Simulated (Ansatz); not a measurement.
Basis sets compared for `C=CCCCCCCCCCS`. Charge 0, multiplicity 1. Geometry r2SCAN-D4/def2-SVP. Ansatz on 4 threads of Arm Neoverse V2 on a shared host; times are rough, and most runs start from earlier orbitals.

Cartesian coordinates in Å:
```
C 4.084 -4.139 -2.248
C 2.902 -4.064 -1.626
C 2.007 -2.863 -1.604
C 1.778 -2.312 -0.192
C 0.841 -1.109 -0.158
C 0.619 -0.561 1.251
C -0.227 0.712 1.312
C -1.664 0.533 0.822
C -2.566 1.747 1.050
C -2.142 2.995 0.274
C -3.111 4.154 0.467
S -2.695 5.656 -0.490
H 4.697 -5.045 -2.211
H 4.484 -3.290 -2.815
H 2.547 -4.935 -1.056
H 2.428 -2.072 -2.251
H 1.024 -3.131 -2.040
H 2.753 -2.040 0.251
H 1.368 -3.113 0.452
H 1.250 -0.305 -0.801
H -0.126 -1.394 -0.612
H 0.147 -1.345 1.875
H 1.602 -0.361 1.714
H -0.250 1.080 2.355
H 0.277 1.502 0.724
H -1.667 0.285 -0.255
H -2.106 -0.342 1.335
H -3.601 1.485 0.765
H -2.599 1.981 2.132
H -1.133 3.316 0.591
H -2.064 2.763 -0.803
H -4.119 3.878 0.115
H -3.210 4.417 1.534
H -1.528 5.915 0.144
```

Binding counts from free atoms (C triplet, S triplet, H doublet) in the same basis, without a counterpoise term.

| level | functions | energy (Eh) | HOMO (eV) | LUMO (eV) | binding per atom (eV) | wall time |
| --- | --- | --- | --- | --- | --- | --- |
| PBE-D4/def2-SVP | 282 | -829.3963 | -5.26 | -0.51 | 4.29 | 5.5 s |
| PBE0-D4/def2-SVP | 282 | -829.5182 | -6.58 | 0.55 | 4.25 | 11 s |

(1) Estimate the rows for PBE-D4/def2-TZVP, PBE0-D4/def2-TZVP (with forces).

## Answers

(1) 
```json
{"level": "PBE-D4/def2-TZVP", "functions": "510", "energy (Eh)": "-829.9984", "HOMO (eV)": "-5.47", "LUMO (eV)": "-0.72", "binding per atom (eV)": "4.25", "wall time": "11 s"}
{"level": "PBE0-D4/def2-TZVP (with forces)", "functions": "510", "energy (Eh)": "-830.1078", "HOMO (eV)": "-6.72", "LUMO (eV)": "0.33", "binding per atom (eV)": "4.20", "wall time": "40 s"}
```
